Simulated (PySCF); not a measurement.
Optical rotation: SMILES O[C@@H]1C[C@]12CCOC2, C₆H₁₀O₂

Geometry:
```tsv
atom	x (Å)	y (Å)	z (Å)
O1	2.147	0.824	-0.784
C2	1.528	0.293	0.342
C3	1.239	-1.184	0.416
C4	0.119	-0.207	0.209
C5	-0.624	-0.108	-1.112
C6	-1.907	0.612	-0.688
O7	-2.167	0.167	0.629
C8	-0.923	0.076	1.288
H9	3.051	0.495	-0.838
H10	1.798	0.796	1.270
H11	1.533	-1.789	-0.429
H12	1.330	-1.677	1.372
H13	-0.855	-1.102	-1.498
H14	-0.054	0.448	-1.853
H15	-2.776	0.365	-1.298
H16	-1.753	1.701	-0.694
H17	-0.695	1.021	1.806
H18	-0.999	-0.724	2.029
```

Theory: TDDFT CAM-B3LYP/def2-SVPD circular dichroism and optical rotation, one conformer, gas phase (PySCF 2.14.0). Geometry: GFN2-xTB.

The molecule is flexible and this is one conformer; a measurement averages over conformers.

Stereocentres: C2 R, C4 S.

Q: Give the optical rotatory dispersion at 633, 589.3, 546, 436, 405, 365, 355 nm.

A: [α] in deg dm⁻¹ (g/mL)⁻¹:
```tsv
λ (nm)	origin-invariant length gauge	modified velocity gauge	length gauge (centre of mass)	isotropic polarisability (au)
633	-69.4	-71.8	-69.3	75.6
589.3	-80.5	-83.2	-80.3	75.9
546	-94.2	-97.4	-94.1	76.1
436	-150.6	-155.8	-150.4	77.2
405	-175.8	-181.9	-175.5	77.8
365	-218.7	-226.3	-218.3	78.6
355	-231.7	-239.8	-231.3	78.9
```

Q: And for the mirror image at 589.3 nm?

A: +80.5 deg dm⁻¹ (g/mL)⁻¹ (origin-invariant length gauge): the same size and the opposite sign.

Q: What is the molar rotation [Φ] = [α]·M/100 of the geometry above at 589.3 nm?

A: With M = 114.14 g/mol, -91.8 deg cm² dmol⁻¹ (origin-invariant length gauge).

The first excitation lies at 7.01 eV (177 nm) with R = +17.3 × 10⁻⁴⁰ esu² cm² (velocity form).
